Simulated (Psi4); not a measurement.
Psi4 input (wB97X-D/6-31G*):

```
memory 1500 MB

molecule {
1 2
C    -2.32237400   -0.00011600    1.56336000
Si   -1.35052200   -0.50960300    0.05908900
C    -2.11059100    0.14290300   -1.52075800
O     0.18092400    0.08788900    0.27091600
C     1.25398300   -0.18605400   -0.62994700
Si    2.85338400    0.47015200    0.13672400
H    -3.34312800   -0.38618400    1.51420000
H    -1.85910700   -0.38144000    2.47480800
H    -2.37534000    1.08791200    1.63970300
H    -1.26520700   -1.99392900   -0.03869800
H    -1.52490200   -0.14315700   -2.39699400
H    -3.11850300   -0.25772800   -1.65501600
H    -2.18088700    1.23284000   -1.50128100
H     1.34132600   -1.26409200   -0.81842700
H     1.07777600    0.29143500   -1.60175600
H     2.74173600    1.92893000    0.36385100
H     3.11060100   -0.21088600    1.42585700
H     3.98207300    0.20510400   -0.79089500
symmetry c1
no_reorient
no_com
}

set {
  basis 6-31G*
  reference uks
  scf_type df
  df_basis_scf def2-universal-jkfit
  dft_radial_points 99
  dft_spherical_points 590
  e_convergence 1e-8
  d_convergence 1e-7
  maxiter 150
}

e = energy('wb97x-d')
print_out(f'\nFINAL {e:.10f} DIPOLE {variable("CURRENT DIPOLE")[0]:.6f} {variable("CURRENT DIPOLE")[1]:.6f} {variable("CURRENT DIPOLE")[2]:.6f}\n')
```

From the output:

```
  HONO-1 :   32  A 1.9975685
  HONO-0 :   33  A 1.0000000
  LUNO+0 :   34  A 0.0024315
  LUNO+1 :   35  A 0.0003295
  LUNO+2 :   36  A 0.0001834
  LUNO+3 :   37  A 0.0001151

Computation Completed

Properties will be evaluated at   0.000000,   0.000000,   0.000000 [a0]

Properties computed using the SCF density matrix

 Multipole Moments:

 ------------------------------------------------------------------------------------
     Multipole            Electronic (a.u.)      Nuclear  (a.u.)        Total (a.u.)
 ------------------------------------------------------------------------------------

 L = 1.  Multiply by 2.5417464519 to convert [e a0] to [Debye]
 Dipole X            :         -0.5214303            0.0000113           -0.5214190
 Dipole Y            :         -0.2284050            0.0000019           -0.2284031
 Dipole Z            :         -0.9463830           -0.0000151           -0.9463982
 Magnitude           :                                                    1.1044072

 ------------------------------------------------------------------------------------

FINAL -775.3327005275 DIPOLE -0.521419 -0.228403 -0.946398

*** Psi4 exiting successfully. Buy a developer a beer!
```

The dipole moment of an ion depends on the origin.

The geometry given is a B3LYP-D3(BJ)/def2-TZVP minimum of the species of charge 0 and multiplicity 1, not of this state.
